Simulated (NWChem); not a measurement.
System: C4H3NS; SMILES [C@@H]1(C#C)N=CS1

Output (shortened):

```
             Northwest Computational Chemistry Package (NWChem) 7.3.0
             --------------------------------------------------------

                             Geometry "geometry" -> ""
                             -------------------------

 Output coordinates in angstroms (scale by  1.889725989 to convert to a.u.)

  No.       Tag          Charge          X              Y              Z
 ---- ---------------- ---------- -------------- -------------- --------------
    1 C                    6.0000    -0.25852400    -2.71377400     0.33971100
    2 C                    6.0000    -0.02512000    -1.58813700    -0.07700200
    3 C                    6.0000     0.25285900    -0.26921300    -0.59002000
    4 N                    7.0000     1.41607900     0.43398800    -0.02480900
    5 C                    6.0000     0.73734400     1.44487200     0.41399900
    6 S                   16.0000    -0.95363400     1.11578900     0.00820700
    7 H                    1.0000    -0.45969600    -3.70751300     0.71548700
    8 H                    1.0000     0.26054300    -0.24031900    -1.70077500
    9 H                    1.0000     1.13613300     2.34008900     0.92578400

 Effective nuclear repulsion energy (a.u.)     243.4186823050

                                 NWChem DFT Module
                                 -----------------

 Summary of "ao basis" -> "ao basis" (spherical)
 ------------------------------------------------------------------------------
       Tag                 Description            Shells   Functions and Types
 ---------------- ------------------------------  ------  ---------------------
 C                          def2-svp                 6       14   3s2p1d
 N                          def2-svp                 6       14   3s2p1d
 S                          def2-svp                 8       18   4s3p1d
 H                          def2-svp                 3        5   2s1p

 in cosmo_initialize ...
 calling solv_data for solv:anisole

 solvent parameters
 solvname_short: anisole
 solvname_long:  anisole
 dielec:        4.2247
 dielecinf:     2.3025
 nonaqueous SMD model solvent descriptors
 dielec:        4.2247
 sola:          0.0000
 solb:          0.2900
 solc:          0.7500
 solg:         50.5200
 solh:          0.0000
 soln:          1.5174

          ---------------
          -cosmo- solvent
          ---------------
 Cosmo: York-Karplus, doi: 10.1021/jp992097l
 dielectric constant -eps-     =   4.22
 screen = (eps-1)/(eps    )    =   0.76330
 surface charge correction     = lagrangian

   van der Waals surface
 --------------------------

 ---------- ATOMIC COORDINATES (A.U.) ------------ VDWR(ANG.) --
     1   -0.48853952   -5.12828925    0.64196071     1.850
     2   -0.04746992   -3.00114376   -0.14551268     1.850
     3    0.47783422   -0.50873880   -1.11497613     1.850
     4    2.67600129    0.82011840   -0.04688221     1.890
     5    1.39337812    2.73041217    0.78234467     1.850
     6   -1.80210695    2.10853547    0.01550898     2.490
     7   -0.86869948   -7.00618367    1.35207438     1.200
     8    0.49235488   -0.45413706   -3.21399872     1.200
     9    2.14698006    4.42212700    1.74947808     1.200
 number of segments per atom =        128
 number of   points per atom =        128
 atom (   nspa,  nppa )
 ----------------------
    1 (     79,     0 )       0
    2 (     49,     0 )       0
    3 (     12,     0 )       0
    4 (     61,     0 )       0
    5 (     39,     0 )       0
    6 (     90,     0 )       0
    7 (     53,     0 )       0
    8 (     50,     0 )       0
    9 (     55,     0 )       0
 number of -cosmo- surface points =      488
 molecular surface =    135.893 angstrom**2
 molecular volume  =    122.429 angstrom**3
 -lineq- algorithm             =   0
 -bem- low  level              =   3
 -bem- from -octahedral-
 gaussian surface charge width =   4.50000
 degree of switching           =   1.00000
 switching function tolerance  =   0.00010
 atomic radii =
 --------------
    1  6.000  1.850
    2  6.000  1.850
    3  6.000  1.850
    4  7.000  1.890
    5  6.000  1.850
    6 16.000  2.490
    7  1.000  1.200
    8  1.000  1.200
    9  1.000  1.200
 ...... end of -cosmo- initialization ......

[...]

                                COSMO-SMD solvation results
                                ---------------------------

             internal energy in gas <Psi(g)|H|Psi(g)> =      -606.778152321074
         internal energy in solvent <Psi(s)|H|Psi(s)> =      -606.777157189247
                               delta internal energy  =         0.000995131827 (    0.62 kcal/mol)
   total free energy in solvent <Psi(s)|H+V/2|Psi(s)> =      -606.786668651293
 polarization energy contribution <Psi(s)|V/2|Psi(s)> =        -0.009511462046 (   -5.97 kcal/mol)
    total free energy in solvent including G(SMD-CDS) =      -606.785916607471
                       G(SMD-CDS) energy contribution =         0.000752043822 (    0.47 kcal/mol)
     1 M fixed-concentration free energy of solvation =        -0.007764286397 (   -4.87 kcal/mol)

                       DFT Final Molecular Orbital Analysis
                       ------------------------------------

 Vector   23  Occ=2.000000D+00  E=-2.907466D-01
              MO Center= -2.3D-02, -1.6D+00,  6.4D-02, r^2= 3.1D+00
   Bfn.  Coefficient  Atom+Function         Bfn.  Coefficient  Atom+Function
  ----- ------------  ---------------      ----- ------------  ---------------
     6      0.376012  1 C  pz                20      0.342360  2 C  pz
     9      0.223809  1 C  pz                23      0.192942  2 C  pz
    46     -0.149159  4 N  px                94      0.148268  8 H  s
     5      0.135619  1 C  py                19      0.132113  2 C  py
    34     -0.132198  3 C  pz                22      0.119973  2 C  py

 Vector   24  Occ=2.000000D+00  E=-2.783973D-01
              MO Center=  3.8D-01,  1.5D-01,  4.6D-02, r^2= 3.9D+00
   Bfn.  Coefficient  Atom+Function         Bfn.  Coefficient  Atom+Function
  ----- ------------  ---------------      ----- ------------  ---------------
    46      0.372611  4 N  px                81     -0.314435  6 S  px
    49     -0.264714  4 N  px                78     -0.241396  6 S  px
    45     -0.206850  4 N  s                 32      0.198189  3 C  px
    83      0.183373  6 S  pz                 4     -0.172951  1 C  px
    80      0.135518  6 S  pz                18     -0.134076  2 C  px

 Vector   25  Occ=2.000000D+00  E=-2.551533D-01
              MO Center= -3.2D-01,  6.9D-01, -2.5D-03, r^2= 3.1D+00
   Bfn.  Coefficient  Atom+Function         Bfn.  Coefficient  Atom+Function
  ----- ------------  ---------------      ----- ------------  ---------------
    83      0.467236  6 S  pz                82     -0.328350  6 S  py
    80      0.323378  6 S  pz                48      0.253672  4 N  pz
    79     -0.228947  6 S  py                51     -0.195979  4 N  pz
    77      0.182698  6 S  pz                 4      0.139961  1 C  px
    47     -0.140524  4 N  py                76     -0.128776  6 S  py

 Vector   26  Occ=0.000000D+00  E=-4.795829D-02
              MO Center= -4.6D-01,  6.0D-02, -6.1D-02, r^2= 4.1D+00
   Bfn.  Coefficient  Atom+Function         Bfn.  Coefficient  Atom+Function
  ----- ------------  ---------------      ----- ------------  ---------------
    31      0.680865  3 C  s                 82      0.664096  6 S  py
    59     -0.461096  5 C  s                 83      0.346645  6 S  pz
    35     -0.342176  3 C  px                36      0.274763  3 C  py
    32     -0.272416  3 C  px                79      0.259220  6 S  py
     7      0.251523  1 C  px                17     -0.241961  2 C  s

 Vector   27  Occ=0.000000D+00  E=-2.633776D-02
              MO Center=  7.1D-01,  8.8D-01,  1.6D-01, r^2= 2.7D+00
   Bfn.  Coefficient  Atom+Function         Bfn.  Coefficient  Atom+Function
  ----- ------------  ---------------      ----- ------------  ---------------
    65      0.513463  5 C  pz                62      0.420688  5 C  pz
    51     -0.397610  4 N  pz                48      0.357980  4 N  pz
    83     -0.260807  6 S  pz                64     -0.219741  5 C  py
    50      0.216366  4 N  py                61     -0.214971  5 C  py
    95     -0.211298  8 H  s                 47     -0.164472  4 N  py

 Vector   28  Occ=0.000000D+00  E= 8.359396D-03
              MO Center= -2.7D-02, -1.1D+00,  4.9D-02, r^2= 4.3D+00
   Bfn.  Coefficient  Atom+Function         Bfn.  Coefficient  Atom+Function
  ----- ------------  ---------------      ----- ------------  ---------------
    45      0.605623  4 N  s                  7      0.383380  1 C  px
    21     -0.384979  2 C  px                 9      0.375135  1 C  pz
    63     -0.345554  5 C  px                81     -0.330940  6 S  px
     4      0.276870  1 C  px                35     -0.269621  3 C  px
    36     -0.266892  3 C  py                18     -0.259839  2 C  px

     Multipole analysis of the density
     ---------------------------------

     L   x y z        total         alpha         beta         nuclear
     -   - - -        -----         -----         ----         -------
     0   0 0 0     -0.000000    -25.000000    -25.000000     50.000000

     1   1 0 0     -0.453980     -0.067065     -0.067065     -0.319849
     1   0 1 0      0.068555     -0.462045     -0.462045      0.992645
     1   0 0 1     -0.066618     -0.428520     -0.428520      0.790421

     2   2 0 0    -34.754642    -78.457022    -78.457022    122.159402
     2   1 1 0      2.280845     -2.448523     -2.448523      7.177891
     2   1 0 1      0.237100     -0.470158     -0.470158      1.177416
     2   0 2 0    -23.262603   -213.037326   -213.037326    402.812048
     2   0 1 1      0.429279      0.682339      0.682339     -0.935398
     2   0 0 2    -29.466241    -29.217588    -29.217588     28.968935
```

Level: B3LYP/def2-SVP, SMD on the gas-phase geometry. Geometry: optimised at PBE-D3(BJ)/def2-SVP. Solvent: anisole.

### Question
Which NWChem input produces such a log?

### Answer
Several could match; the one computed here: the input that was run:
```
start job
memory heap 200 mb stack 900 mb global 1100 mb
geometry units angstroms noautosym nocenter noautoz
  C     -0.258524    -2.713774     0.339711
  C     -0.025120    -1.588137    -0.077002
  C      0.252859    -0.269213    -0.590020
  N      1.416079     0.433988    -0.024809
  C      0.737344     1.444872     0.413999
  S     -0.953634     1.115789     0.008207
  H     -0.459696    -3.707513     0.715487
  H      0.260543    -0.240319    -1.700775
  H      1.136133     2.340089     0.925784
end
basis spherical
  C library def2-svp
  N library def2-svp
  S library def2-svp
  H library def2-svp
end
dft
  xc b3lyp
  iterations 150
end
cosmo
  do_cosmo_smd true
  solvent anisole
end
task dft energy
```
